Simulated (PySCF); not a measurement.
SMILES c1cc(-c2cc3sccc3s2)cs1 (GFN2-xTB optimised geometry):

```
19

C      1.718    -3.403     0.001
C      0.689    -2.526     0.000
C      1.123    -1.166     0.000
C      0.238    -0.032     0.000
C     -1.132    -0.032     0.000
C     -1.653     1.272     0.000
S     -3.243     1.952     0.000
C     -2.575     3.550     0.000
C     -1.218     3.577     0.000
C     -0.687     2.271     0.000
S      0.901     1.595     0.000
C      2.489    -1.080     0.001
S      3.248    -2.615    -0.002
H      1.678    -4.474     0.001
H     -0.343    -2.823     0.000
H     -1.736    -0.919     0.000
H     -3.248     4.384     0.000
H     -0.627     4.474     0.000
H      3.087    -0.190     0.000
```

Level of theory: PySCF with B3LYP/def2-SVP.

Q: What are the frontier orbital energies and the dipole moment?

A: HOMO-2 -6.92 eV, HOMO-1 -6.31 eV, HOMO -5.54 eV, LUMO -1.35 eV, LUMO+1 -0.22 eV; dipole moment 0.33 D.

Meta-Löwdin charges at B3LYP/def2-SVP: C1 -0.23, C2 -0.13, C3 -0.01, C4 -0.08, C5 -0.14, C6 -0.12, S7 0.24, C8 -0.22, C9 -0.13, C10 -0.12, S11 0.21, C12 -0.26, S13 0.28, H14 0.13, H15 0.11, H16 0.11, H17 0.12, H18 0.12, H19 0.12.
